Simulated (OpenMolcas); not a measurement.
Cr2+ in a point-charge field

Cr2+ among 6 point charges of -2 e arranged as an octahedron (Oh), 2.29 Å from the ion.

```json
{
 "Program": "OpenMolcas",
 "Method": "SS-CASPT2, IPEA 0.25 Eh, imaginary shift 0.1 Eh (closed shells correlated: 3s 3p)",
 "Basis": "ANO-RCC-VTZP [6s5p3d2f1g]",
 "Scalar Hamiltonian": "DKH2, point nucleus",
 "Active space": "4 electrons in 5 orbitals (3d)",
 "State averaging": "2S+1 = 5 even, 5 roots; 2S+1 = 3 even, 45 roots; 2S+1 = 1 even, 50 roots",
 "Spin-orbit coupling": "state interaction with AMFI integrals over the reference wave functions"
}
```

The lowest spin-free states (labels of O, the rotations of Oh), above the lowest:

```json
{"State": "5E", "Degeneracy": "2", "E (cm-1)": "0", "Free-ion L (%)": "D (100)"}
{"State": "5T2", "Degeneracy": "3", "E (cm-1)": "3670", "Free-ion L (%)": "D (100)"}
{"State": "3T1", "Degeneracy": "3", "E (cm-1)": "15570", "Free-ion L (%)": "H (70)"}
{"State": "3T1", "Degeneracy": "3", "E (cm-1)": "16950", "Free-ion L (%)": "H (47)"}
{"State": "3E", "Degeneracy": "2", "E (cm-1)": "17340", "Free-ion L (%)": "H (98)"}
{"State": "3T2", "Degeneracy": "3", "E (cm-1)": "17790", "Free-ion L (%)": "H (66)"}
{"State": "3A2", "Degeneracy": "1", "E (cm-1)": "18500", "Free-ion L (%)": "F (100)"}
{"State": "3A1", "Degeneracy": "1", "E (cm-1)": "20050", "Free-ion L (%)": "G (100)"}
{"State": "3T1", "Degeneracy": "3", "E (cm-1)": "21210", "Free-ion L (%)": "H (60)"}
{"State": "3T2", "Degeneracy": "3", "E (cm-1)": "21930", "Free-ion L (%)": "F (56)"}
{"State": "3E", "Degeneracy": "2", "E (cm-1)": "22290", "Free-ion L (%)": "G (96)"}
{"State": "1T2", "Degeneracy": "3", "E (cm-1)": "23490", "Free-ion L (%)": "I (56)"}
{"State": "3T1", "Degeneracy": "3", "E (cm-1)": "23530", "Free-ion L (%)": "G (68)"}
{"State": "1E", "Degeneracy": "2", "E (cm-1)": "23760", "Free-ion L (%)": "I (87)"}
{"State": "1A1", "Degeneracy": "1", "E (cm-1)": "24640", "Free-ion L (%)": "I (49)"}
{"State": "1T2", "Degeneracy": "3", "E (cm-1)": "25250", "Free-ion L (%)": "I (55)"}
{"State": "1A2", "Degeneracy": "1", "E (cm-1)": "25620", "Free-ion L (%)": "I (99)"}
{"State": "1T1", "Degeneracy": "3", "E (cm-1)": "26060", "Free-ion L (%)": "I (59)"}
{"State": "3T2", "Degeneracy": "3", "E (cm-1)": "26170", "Free-ion L (%)": "G (86)"}
{"State": "3T1", "Degeneracy": "3", "E (cm-1)": "26770", "Free-ion L (%)": "F (46)"}
```

The lowest levels with spin-orbit coupling:

| E (cm-1) | Degeneracy | Label | 2S+1 |
| --- | --- | --- | --- |
| 0 | 1 | A1 | 5 |
| 9 | 3 | T1 | 5 |
| 19 | 2 | E | 5 |
| 27 | 3 | T2 | 5 |
| 35 | 1 | A2 | 5 |
| 3580 | 3 | T2 | 5 |
| 3590 | 3 | T1 | 5 |
| 3600 | 1 | A1 | 5 |
| 3770 | 3 | T1 | 5 |
| 3770 | 2 | E | 5 |
| 3880 | 3 | T2 | 5 |
| 15500 | 1 | A1 | 3 |
| 15570 | 3 | T1 | 3 |
| 15580 | 3 | T2 | 3 |
| 15590 | 2 | E | 3 |
| 16600 | 1 | A1 | 3 |
| 16780 | 3 | T1 | 3 |
| 17200 | 3 | T2 | 3 |
| 17200 | 2 | E | 3 |
| 17360 | 3 | T1 | 3 |

Powder χT (cm3 K/mol): 0.772 at 2 K, 2.29 at 10 K, 2.77 at 50 K, 2.81 at 100 K, 2.86 at 200 K, 2.89 at 300 K. The effective moment at 300 K is 2.828 √(χT) = 4.80 μB.

The lowest level has 2S+1 = 5, for which the spin-only value is χT = S(S+1) / 2 = 3.000 cm3 K/mol (g = 2). The computed 2.887 at 300 K differs by -0.113, through orbital momentum, spin-orbit coupling and any other state in reach.

Roots that are degenerate in the reference are averaged as groups; the widest CASPT2 spread within a group is 540 cm-1 (the 3-fold group of multiplicity 3 near 47100 cm-1 above the lowest state of its run). Shifts and gaps below about the spread of the groups concerned are not significant. An orbital doublet at a regular site is open to a Jahn-Teller distortion, which this geometry leaves out. The ground term spreads over less than 5000 cm-1, several times less than with real ligands, so orbital moments are less quenched and χT lies further from the spin-only value than at real sites. Free-ion shares, where given, are those of the reference states; single-state CASPT2 does not remix them. Point charges carry no covalency, so the field is a model and not that of real ligands. No measured value stands beside these numbers.
